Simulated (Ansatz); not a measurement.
Coupled-cluster run, BH6NSeSi (`NB[SiH2][SeH]`).

```yaml
crystal:
  periodic: [false, false, false]
  atoms:
    - {symbol: N, position_ang: [-1.343157, 1.200660, -0.203842]}
    - {symbol: B, position_ang: [-0.895536, -0.097900, -0.384836]}
    - {symbol: Si, position_ang: [0.614964, -0.819196, 0.730994]}
    - {symbol: Se, position_ang: [2.464299, -1.121790, -0.598655]}
    - {symbol: H, position_ang: [-2.073170, 1.612909, -0.762736]}
    - {symbol: H, position_ang: [-0.979870, 1.824502, 0.498252]}
    - {symbol: H, position_ang: [-1.402247, -0.757905, -1.246253]}
    - {symbol: H, position_ang: [0.367026, -2.183504, 1.269874]}
    - {symbol: H, position_ang: [0.957889, 0.068244, 1.883334]}
    - {symbol: H, position_ang: [2.372902, 0.222781, -1.183231]}
basis:
  gaussian: {orbitals: def2-TZVPP}
correlation: {method: ccsd_t}
```

```sh
$ ansatz run in.yaml --threads 4 --pin off --events-out ev --progress --plain --max-ram 10444MiB
```

The program prints (abridged):

```
Functional definition: HF
1404 factors; integrals over basis functions are off by at most 1.1e-3 eV
mean field evaluation 1: about -75413.3469 eV, gradient 3.4e1 eV
mean field evaluation 2: about -75413.5587 eV, gradient 3.4e1 eV
mean field evaluation 4: about -75416.5499 eV, gradient 3.6e0 eV
mean field evaluation 8: about -75416.6095 eV, gradient 1.9e-1 eV
mean field evaluation 16: about -75416.6098 eV, gradient 1.6e-6 eV
mean field -75416.60977128 eV, -2771.5092898804 hartree, gradient 1.6e-6 eV, S^2 0.000000; 0 other end points of the search recorded, 0 dependent functions left out
16 core orbitals not correlated: weight in the atoms' cores, before any rotation towards them, 1.000 or more for the frozen orbitals, at most 0.000 for the correlated occupied ones
reference -75416.60977128 eV, -2771.5092898804 hartree; 17, 17 occupied and 203, 203 virtual orbitals, 1404 factors
second order -19.45890326 eV of doubles, -0.00000000 eV of singles
cycle   1  -20.03931075 eV  change   -5.8e-1 eV  update   9.7e-2
cycle   2  -20.58840076 eV  change   -5.5e-1 eV  update   2.9e-2
cycle   3  -20.66444094 eV  change   -7.6e-2 eV  update   1.5e-2
cycle   4  -20.65107649 eV  change    1.3e-2 eV  update   4.5e-3
cycle   5  -20.65186494 eV  change   -7.9e-4 eV  update   2.1e-3
cycle   6  -20.65174173 eV  change    1.2e-4 eV  update   6.3e-4
cycle   7  -20.65149846 eV  change    2.4e-4 eV  update   2.1e-4
cycle   8  -20.65158584 eV  change   -8.7e-5 eV  update   7.7e-5
cycle   9  -20.65160794 eV  change   -2.2e-5 eV  update   2.4e-5
perturbative correction -0.79376047 eV, -0.0291701593 hartree
Total energy: -75438.05513969 eV, -2772.2973926334 hartree
```

Hardware: 4 threads of an Arm Neoverse V1 on a shared host. Wall time 2.3 min, peak host memory 4.2 GiB.

The correlation energy is -21.445 eV, 3.7 % of it from (T); the T1 diagnostic reads 0.0116.
